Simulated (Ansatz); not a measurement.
The cluster Ag9S5, relaxed as a doublet with UKS PBE-D4/def2-SVP in Ansatz, starting from packed atoms. Force threshold 0.03 eV/Å.

In the def2 sets Ag takes a core potential; there is no spin–orbit coupling. The structure comes from a short search, and lower isomers may exist.

Start:

Cartesian coordinates in Å:
```
Ag 2.1428 -1.4728 1.3257
Ag -2.7112 3.1273 -1.5430
Ag -1.8141 -0.9757 -0.1004
Ag 3.1260 1.3699 3.4742
Ag -1.1213 -0.0147 -3.6937
Ag -0.4859 -3.2138 -2.1922
Ag -0.6093 -2.8979 2.6928
Ag -0.2235 1.9135 0.9805
Ag 2.2240 0.6785 -1.8691
S 3.0291 0.9106 0.8506
S -2.7883 0.9915 0.7183
S 0.4953 -1.0611 -1.0074
S -0.1110 -0.4591 1.6333
S -1.1526 1.1040 -1.2694
```

| step | energy (eV) | largest force component (eV/Å) | SCF passes |
| --- | --- | --- | --- |
| 1 | -90136.0586 | 2.529 | 182 |
| 2 | -90137.8698 | 1.475 | 110 |
| 3 | -90139.0675 | 0.752 | 54 |
| 4 | -90139.9290 | 0.620 | 40 |
| 5 | -90140.7642 | 0.723 | 37 |
| 6 | -90141.3672 | 0.779 | 40 |
| 7 | -90141.8738 | 0.705 | 41 |
| 8 | -90142.3051 | 0.568 | 39 |
| 9 | -90142.7302 | 0.577 | 33 |
| 10 | -90143.1228 | 0.494 | 34 |
| 11 | -90143.4975 | 0.432 | 35 |
| 13 | -90144.3335 | 0.365 | 41 |
| 15 | -90145.2399 | 0.408 | 40 |
| 17 | -90145.9119 | 0.321 | 39 |
| 19 | -90146.3632 | 0.270 | 32 |
| 21 | -90146.5149 | 0.211 | 35 |
| 23 | -90146.6343 | 0.208 | 34 |
| 25 | -90146.7522 | 0.203 | 34 |
| 27 | -90146.8706 | 0.158 | 35 |
| 29 | -90146.9389 | 0.047 | 34 |
| 31 | -90146.9753 | 0.099 | 35 |
| 33 | -90147.0569 | 0.125 | 34 |
| 35 | -90147.0816 | 0.185 | 34 |
| 37 | -90147.1580 | 0.093 | 32 |
| 39 | -90147.2366 | 0.181 | 32 |
| 41 | -90147.2666 | 0.072 | 28 |
| 42 | -90147.2677 | 0.008 | 26 |

Force components are those of the run's own axes.

End:

Cartesian coordinates in Å:
```
Ag 1.799 -0.522 0.080
Ag -1.519 1.741 -1.785
Ag -1.287 -1.081 0.318
Ag 1.341 0.295 2.787
Ag 0.141 -0.770 -2.265
Ag -2.852 -0.620 -1.876
Ag 0.654 -2.441 1.897
Ag -0.473 1.637 0.906
Ag 1.387 1.864 -1.408
S 1.999 1.869 1.017
S -2.785 0.921 0.248
S 0.475 -2.617 -0.564
S 0.931 -1.634 4.116
S 0.189 1.358 -3.470
```

Bonds lost: Ag1–S13, Ag3–S13, Ag3–S14, Ag6–S12, Ag8–S13, Ag8–S14, Ag9–S12 (atoms count from 1). Bonds formed: Ag4–S13, Ag5–S12, Ag6–S11, Ag7–S12, Ag8–S10, Ag9–S14 (atoms count from 1). Metal–metal contacts that move far: Ag2–Ag6 6.75 to 2.71 Å, Ag1–Ag5 6.16 to 2.88 Å, Ag4–Ag7 5.73 to 2.96 Å, Ag2–Ag9 5.52 to 2.93 Å, Ag4–Ag8 4.21 to 2.94 Å, Ag1–Ag3 4.24 to 3.15 Å.

No frequencies were taken in this run, so the end may be a saddle point.

Run time 3.4 min (2 threads of AMD EPYC 7R13 on a shared host and a share (18 GiB) of an NVIDIA H100 80GB HBM3), peak host memory 1.1 GiB.
